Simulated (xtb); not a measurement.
xtb input (GFN2-xTB):

```bash
xtb mol.xyz --gfn 2 --ohess tight --chrg 1 --uhf 0
```
mol.xyz:
```
4

Ti    -0.00755430    -0.03219468     0.01801749
F      1.61391827    -0.34222685    -0.28599274
F     -0.74415789    -0.40712365     1.50649685
F     -0.88818516     0.78574625    -1.15312929
```

End of the output:

```
   ------------------------------------------------------------------------
    298.15    0.587662E-02    0.116740E-01    0.334802E-01   -0.218063E-01
   ------------------------------------------------------------------------

         :::::::::::::::::::::::::::::::::::::::::::::::::::::
         ::                  THERMODYNAMIC                  ::
         :::::::::::::::::::::::::::::::::::::::::::::::::::::
         :: total free energy         -15.521294026612 Eh   ::
         ::.................................................::
         :: total energy              -15.499487737373 Eh   ::
         :: zero point energy           0.005797333296 Eh   ::
         :: G(RRHO) w/o ZPVE           -0.027603622535 Eh   ::
         :: G(RRHO) contrib.           -0.021806289239 Eh   ::
         :::::::::::::::::::::::::::::::::::::::::::::::::::::

optimized geometry written to: xtbopt.xyz

           -------------------------------------------------
          | TOTAL ENERGY              -15.499487737373 Eh   |
          | TOTAL ENTHALPY            -15.487813781881 Eh   |
          | TOTAL FREE ENERGY         -15.521294026612 Eh   |
          | GRADIENT NORM               0.000360727631 Eh/α |
          | HOMO-LUMO GAP               3.818201551794 eV   |
           -------------------------------------------------

------------------------------------------------------------------------
------------------------------------------------------------------------
 total:
 SCF:
 ANC optimizer:
 analytical hessian:
```

The spin state was set by rule; other spins were not relaxed.
